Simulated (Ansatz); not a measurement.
Coupled-cluster diagnostics for Li₂I₂ (the lowest singlet isomer of a short search), Ansatz.

Geometry of the singlet (r2SCAN-D4/def2-TZVP):

```xyz
4

Li    0.975   -1.030   -0.010
Li   -0.976    1.030    0.010
I    -0.992   -0.923   -1.686
I     0.992    0.924    1.686
```

In the def2 sets I takes a core potential; there is no spin–orbit coupling. Correlated methods freeze 8 core orbitals; core or outer-core shells of Li, I are correlated, in sets that lack core-valence functions. In CCSD on the charge 0 triplet the largest single amplitude is 0.44, so its Hartree–Fock determinant may place the open shell otherwise than the density functionals do. In the triplet, I3 and I4 lie 3.27 Å apart (atoms count from 1), so these atoms are partly bonded to each other. At PBE0-D4/def2-TZVP a singlet of charge 0 lies 4.14 eV below the triplet, each at its own geometry. In the quintet geometry the species has come apart into loosely held pieces. At PBE0-D4/def2-TZVP a singlet of charge 0 lies 8.98 eV below the quintet, each at its own geometry. The structure comes from a short search, and lower isomers may exist.

Geometry of the charge 0 triplet (r2SCAN-D4/def2-TZVP):

```xyz
4

Li   -2.157    0.413   -0.013
Li    2.195   -0.004   -0.061
I    -0.064   -0.491   -1.570
I     0.026    0.082    1.644
```

Geometry of the charge 0 quintet (r2SCAN-D4/def2-TZVP):

```xyz
4

Li    1.681   -0.622   -0.152
Li   -1.680    0.624    0.153
I    -0.096   -1.169    3.717
I     0.095    1.167   -3.717
```

Question: Estimate the CCSD(T) correlation energy, the shares of MP2 and (T), T1 and the reference's ⟨S²⟩ for: charge 0, singlet, own geometry in def2-TZVPP; charge 0, triplet, own geometry in def2-TZVPP; charge 0, quintet, own geometry in def2-TZVPP; charge 1, doublet, vertical in def2-TZVPP; and the rough time on 4 threads of Arm Neoverse V2 on a shared host.

Answer: 
```json
{"state": "charge 0, singlet, own geometry", "basis": "def2-TZVPP", "correlation (eV)": "-28.487", "MP2 share (%)": "102.7", "(T) share (%)": "1.9", "T1": "0.005", "⟨S²⟩ (pure)": "0.00 (0.00)", "wall time": "25 s", "remarks": "–"}
{"state": "charge 0, triplet, own geometry", "basis": "def2-TZVPP", "correlation (eV)": "-28.450", "MP2 share (%)": "102.1", "(T) share (%)": "2.1", "T1": "0.051", "⟨S²⟩ (pure)": "2.02 (2.00)", "wall time": "46 s", "remarks": "large T1 (0.051)"}
{"state": "charge 0, quintet, own geometry", "basis": "def2-TZVPP", "correlation (eV)": "-26.845", "MP2 share (%)": "101.7", "(T) share (%)": "1.5", "T1": "0.009", "⟨S²⟩ (pure)": "6.02 (6.00)", "wall time": "2.5 min", "remarks": "–"}
{"state": "charge 1, doublet, vertical", "basis": "def2-TZVPP", "correlation (eV)": "-27.714", "MP2 share (%)": "102.1", "(T) share (%)": "1.9", "T1": "0.032", "⟨S²⟩ (pure)": "0.76 (0.75)", "wall time": "2 min", "remarks": "–"}
```
Customary marks for T1 are 0.02 (closed shells), 0.045 (open shells) and about 0.05 (3d metals). T1 exceeds 0.02 in 2 of 4 rows and 0.045 in 1; the higher it lies, the less the single-reference result can be trusted.
